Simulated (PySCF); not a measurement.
# Nonlinear optical response: `COC1=C[C@H]2C=C[C@@H]1C=C2`, C9H10O

Geometry:
```tsv
atom	x (Å)	y (Å)	z (Å)
C1	2.651	-0.293	0.015
O2	1.622	0.644	-0.150
C3	0.374	0.158	-0.121
C4	-0.071	-1.095	0.039
C5	-1.603	-1.148	-0.002
C6	-2.101	-0.184	1.081
C7	-1.634	1.053	0.928
C8	-0.732	1.195	-0.301
C9	-1.557	0.715	-1.498
C10	-2.024	-0.521	-1.335
H11	3.601	0.255	-0.031
H12	2.628	-1.055	-0.785
H13	2.570	-0.807	0.989
H14	0.527	-1.992	0.183
H15	-1.985	-2.167	0.128
H16	-2.766	-0.516	1.879
H17	-1.847	1.902	1.578
H18	-0.309	2.198	-0.427
H19	-1.722	1.353	-2.367
H20	-2.642	-1.064	-2.053
```

Computed with PySCF 2.14.0, quadratic response CAM-B3LYP/aug-cc-pVDZ first hyperpolarisability, Taylor convention, gas phase. Geometry: PBE0-D3(BJ)/def2-SVP.

(1) Give β for the processes computed.

(2) Which lowest excitations, dipole and polarisabilities go with it?

Results:

(1) In 10⁻³⁰ esu, Taylor convention; the vector part is βᵢ = ⅓ Σⱼ (βᵢⱼⱼ + βⱼᵢⱼ + βⱼⱼᵢ); β∥ is 3/5 of the vector part along the dipole, the dipole points from − to +:
```
                   process  λ (nm)  β vector norm     β∥  β HRS  depolarisation ratio
           static β(0;0,0)       ∞           1.43  -0.05   0.61                  4.55
second harmonic β(−2ω;ω,ω)    1907           1.50  -0.06   0.64                  4.43
         Pockels β(−ω;ω,0)    1907           1.45  -0.05      –                     –
second harmonic β(−2ω;ω,ω)    1064           1.68  -0.08   0.74                  4.16
         Pockels β(−ω;ω,0)    1064           1.50  -0.06      –                     –
```

(2) S1 4.65 eV (f = 0.001); S2 5.05 eV (f = 0.004); S3 5.07 eV (f = 0.002); dipole 0.96 D; isotropic α 100.0 au static, 100.3 au at 1907 nm, 100.9 au at 1064 nm, 101.1 au at 953.5 nm, 103.6 au at 532 nm.
